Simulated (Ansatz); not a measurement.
System: sum formula GaHBr$_{2}$, charge 0, multiplicity 1. 
Coordinates optimised at B3LYP-D3(BJ)/def2-TZVP (Ansatz, a quantum-chemistry and plane-wave program):
```
Ga
H 1 1.5497
Br 1 2.2919 2 121.98
Br 1 2.2919 2 121.98 3 180.00
```
Charge 0, spin multiplicity 1.

Basis-set convergence of Hartree-Fock and CCSD(T) correlation energies (hartree) with Ansatz. Valence correlation only, unless marked. Spin-orbit coupling is left out. Frozen are the shells of the preceding noble gas and the d and f shells that filled before the atom's block. Non-relativistic.

```
basis        functions        E(HF)  E(corr, CCSD(T))
-----------  ---------  -----------  ----------------
aug-cc-pVDZ        117  -7068.69750          -0.34148
aug-cc-pVTZ        200  -7068.91896          -0.44971
aug-cc-pVQZ        325  -7068.92745          -0.48695
```

Extrapolating the two largest sets (X = 3 and 4) as X^-3: E(corr) = (64·(-0.48695) - 27·(-0.44971))/37 = -0.5141 Eh, an estimate of the basis-set limit. The largest set recovers 94.7 % of it, the smallest 66.4 %.
